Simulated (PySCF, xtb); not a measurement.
C2H9NOSi, SMILES CC[Si@@H](N)O.

xtb 6.7.1 with GFN2-xTB at its own geometry gives an orbital gap of 6.75 eV and a dipole moment of 1.12 D.

Geometry: r2SCAN-D4/def2-SVP. The structure was generated by enumeration; whether it is a known compound was not checked. One conformer was computed; it need not be the lowest.

What does PBE/def2-TZVP (PySCF) give? (An estimate is asked for; the answer gives what the named calculation found.)

gap 6.19 eV (levels -6.16 and 0.03 eV), dipole 0.55 D.
